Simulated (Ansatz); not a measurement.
One change: `NB(N)Cl` becomes `NB(Cl)CO`.

Ansatz, PBE0-D4/def2-TZVP geometries, multiplicity 1. Each molecule was computed in one conformer, which needn't be the lowest.

```
                                        property  `NB(N)Cl`
             HOMO energy (B3LYP/def2-TZVPP) / eV      -7.09
            HOMO–LUMO gap (PBE0/def2-TZVPP) / eV       8.07
           HOMO energy (ωB97M-V/def2-TZVPP) / eV      -9.70
              LUMO energy (PBE0/def2-TZVPP) / eV       0.74
size of the dipole moment (B3LYP/def2-TZVPP) / D       2.79
  size of the dipole moment (PBE/def2-TZVPP) / D       2.78
```

Q: Give the same properties after the change, and the shifts. (Estimate.)

A: Computed: 
```tsv
property	`NB(Cl)CO`	shift
HOMO energy (B3LYP/def2-TZVPP) / eV	-7.42	-0.33
HOMO–LUMO gap (PBE0/def2-TZVPP) / eV	8.06	-0.01
HOMO energy (ωB97M-V/def2-TZVPP) / eV	-10.04	-0.34
LUMO energy (PBE0/def2-TZVPP) / eV	0.41	-0.33
size of the dipole moment (B3LYP/def2-TZVPP) / D	2.04	-0.75
size of the dipole moment (PBE/def2-TZVPP) / D	2.08	-0.70
```

Dipoles are sizes alone; their direction can turn.

B3LYP here is the variant with VWN-RPA as its local correlation; programs differ in this.
